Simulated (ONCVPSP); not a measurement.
Which change was made? (In, ONCV)

* Element: indium
* Generator: ONCVPSP 4.0.1
* Type: optimised norm-conserving Vanderbilt (ONCV)
* Functional: PBE
* Relativity: fully relativistic
* Frozen core: [Kr] 4d10
* Valence charge: 3
* Reference configuration: 5s2 5p1
* Partial waves: 5s: rc 2.30 bohr, ncon 5, nbas 9, qcut 2.2 1/bohr, 2 projectors, debl 1 Ha; 5p: rc 2.80 bohr, ncon 5, nbas 9, qcut 2.5 1/bohr, 2 projectors, debl 4 Ha
* Local potential: polynomial inside 2.25 bohr (lpopt 2, dvloc0 1 Ha)
* Core correction: none

Open shells are filled in proportion to 2j + 1.

Cutoffs, loose and tight: the cutoffs (Ha) at which the residual kinetic energy of the hardest occupied pseudo-wave falls to 1 and 0.1 mHa per electron. They do not see the model core or the augmentation charge, which bear on the density cutoff. Test errors are all-electron minus pseudo excitation energies from the reference, over the configurations 5s2 5p0; 5s1 5p0; 5s2 5p0.5; 5s0 5p3; variants that change the core or the reference have their own tests.

The base gives: outcome: generated; cutoff, loose: 31 Ha; cutoff, tight: 41 Ha; bound ghosts: none; GHOST(+) flags above zero: s; largest test error (meV): +111.

**Question.** After one change the result is: outcome: generated; cutoff, loose: 5.7 Ha; cutoff, tight: 29 Ha; bound ghosts: none; GHOST(+) flags above zero: s; largest test error (meV): +119. Which change was it?
A. s: qcut 2.5
B. s: qcut 2.9
C. s: qcut 3.2

**Answer.** C. The others give: s: qcut 2.9 → outcome: generated; cutoff, loose: 9.1 Ha; cutoff, tight: 35 Ha; bound ghosts: none; GHOST(+) flags above zero: none; largest test error (meV): +113 | s: qcut 2.5 → outcome: generated; cutoff, loose: 20 Ha; cutoff, tight: 39 Ha; bound ghosts: none; GHOST(+) flags above zero: none; largest test error (meV): +109.
